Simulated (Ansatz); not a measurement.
BeO (SMILES [Be]=[O]), singlet, geometry from GFN2-xTB (such geometries of metal compounds can be far from the true shape). Base run: HF/cc-pVDZ in Ansatz (an electronic-structure program).

Input for Ansatz:
Ansatz 0.2 input:
```yaml
crystal:
  periodic: [false, false, false]
  atoms:
    - {symbol: Be, position_ang: [-0.00000000, -0.00000000, -0.86305072]}
    - {symbol: O, position_ang: [0.00000000, 0.00000000, 0.43152536]}
basis:
  gaussian:
    orbitals: cc-pVDZ
hamiltonian:
  xc: hf
```

The bond that is stretched is that between atoms 2 and 1. A test that says stable can miss a lower solution.

Variants of this job, named by their change:

```json
[
 {"change": "base", "ΔE vs base (eV)": "0.00", "<S^2>": "0.000", "stability test says": "minimum (restricted orbitals)"},
 {"change": "spin_polarized = on; lower_state_search = off", "ΔE vs base (eV)": "0.00", "<S^2>": "0.000", "stability test says": "undecided (no full test)"},
 {"change": "spin_polarized = on; lower_state_search = standard", "ΔE vs base (eV)": "-0.56", "<S^2>": "1.009", "stability test says": "minimum"},
 {"change": "bond × 1.25", "ΔE vs base (eV)": "1.65", "<S^2>": "0.000", "stability test says": "minimum (restricted orbitals)"},
 {"change": "spin_polarized = on; lower_state_search = off; bond × 1.25", "ΔE vs base (eV)": "1.65", "<S^2>": "0.000", "stability test says": "undecided (no full test)"},
 {"change": "spin_polarized = on; lower_state_search = standard; bond × 1.25", "ΔE vs base (eV)": "-1.02", "<S^2>": "1.010", "stability test says": "minimum"},
 {"change": "bond × 1.5", "ΔE vs base (eV)": "3.36", "<S^2>": "0.000", "stability test says": "minimum (restricted orbitals)"},
 {"change": "spin_polarized = on; lower_state_search = off; bond × 1.5", "ΔE vs base (eV)": "3.36", "<S^2>": "0.000", "stability test says": "undecided (no full test)"},
 {"change": "spin_polarized = on; lower_state_search = standard; bond × 1.5", "ΔE vs base (eV)": "0.29", "<S^2>": "1.008", "stability test says": "minimum"},
 {"change": "bond × 1.8", "ΔE vs base (eV)": "4.19", "<S^2>": "0.000", "stability test says": "minimum (restricted orbitals)"},
 {"change": "spin_polarized = on; lower_state_search = off; bond × 1.8", "ΔE vs base (eV)": "4.19", "<S^2>": "0.000", "stability test says": "undecided (no full test)"},
 {"change": "spin_polarized = on; lower_state_search = standard; bond × 1.8", "ΔE vs base (eV)": "1.86", "<S^2>": "1.229", "stability test says": "minimum"},
 {"change": "bond × 2.2", "ΔE vs base (eV)": "4.57", "<S^2>": "0.000", "stability test says": "minimum (restricted orbitals)"},
 {"change": "spin_polarized = on; lower_state_search = off; bond × 2.2", "ΔE vs base (eV)": "4.57", "<S^2>": "0.000", "stability test says": "undecided (no full test)"},
 {"change": "spin_polarized = on; lower_state_search = standard; bond × 2.2", "ΔE vs base (eV)": "2.22", "<S^2>": "1.257", "stability test says": "minimum"},
 {"change": "bond × 3.0", "ΔE vs base (eV)": "4.70", "<S^2>": "0.000", "stability test says": "minimum (restricted orbitals)"},
 {"change": "spin_polarized = on; lower_state_search = off; bond × 3.0", "ΔE vs base (eV)": "4.70", "<S^2>": "0.000", "stability test says": "undecided (no full test)"},
 {"change": "spin_polarized = on; lower_state_search = standard; bond × 3.0", "ΔE vs base (eV)": "2.26", "<S^2>": "1.140", "stability test says": "minimum"}
]
```

Where a bond breaks into two radicals, a solution with restricted orbitals usually stops being the lowest and lies too high; an unrestricted one lies lower at the price of spin contamination, which <S^2> shows.
